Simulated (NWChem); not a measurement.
System: GeSiN2H6; SMILES [NH]1[GeH2][NH][SiH2]1

```xyz
10

N     -0.0633    -1.2384    -0.4229
Si     0.0000     0.0000    -1.6612
N      0.0633     1.2384    -0.4229
Ge     0.0000     0.0000     0.9807
H      0.4064    -2.1344    -0.4214
H     -1.1910     0.1062    -2.5563
H      1.1910    -0.1062    -2.5563
H     -0.4064     2.1344    -0.4214
H      1.2694    -0.0755     1.8749
H     -1.2694     0.0755     1.8749
```
Atoms are numbered in this order, from 1.

Computed with NWChem. Pople sets run with spherical d functions. Geometry: optimised at B3LYP/6-31G* (spherical d). B3LYP is NWChem's, with the RPA form of VWN correlation. Total energies compare along this basis series because the functional is fixed.

| level | basis functions | energy (Ha) | highest occupied level (eV) | orbital gap (eV) | dipole (D) |
|---|---|---|---|---|---|
| B3LYP/STO-3G | 43 | -2450.8630 | -2.72 | 7.58 | 0.37 |
| B3LYP/3-21G | 65 | -2467.5040 | -6.28 | 6.15 | 0.79 |
| B3LYP/6-31G* | 90 | -2479.3937 | -6.57 | 6.13 | 0.89 |
| B3LYP/6-311G** | 142 | -2479.7172 | ___ | 6.11 | ___ |

Q: Fill in the missing entries.

A: 
- B3LYP/6-311G**, highest occupied level (eV): -6.75
- B3LYP/6-311G**, dipole (D): 0.85
